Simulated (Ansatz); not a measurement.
Cartesian coordinates (Å):
```xyz
7

N      1.0086    -0.0867    -0.0307
Si    -0.8091     0.0524     0.0072
H      1.5059    -0.9017     0.3352
H      1.6444     0.6184    -0.4093
H     -1.1096     1.3533    -0.6054
H     -1.0634    -0.0875     1.4626
H     -1.1925    -1.1617    -0.7554
```
Charge +1, spin multiplicity 2.

Computed with frozen-core CCSD(T)/cc-pVTZ // PBE0-D4/def2-TZVP (Ansatz, a quantum-chemistry and plane-wave program).

The HF energy comes out as -346.05136 Ha and the MP2 correlation energy is -0.29620 Ha.

**Question.** Estimate the CCSD correlation energy, the (T) correction, the total energy and the T1 diagnostic.

**Answer.** 
```
Item                             Value
-----------------------  -------------
CCSD correlation energy    -0.33675 Ha
(T) correction             -0.00952 Ha
CCSD(T) total energy     -346.39763 Ha
T1 diagnostic                    0.021
```
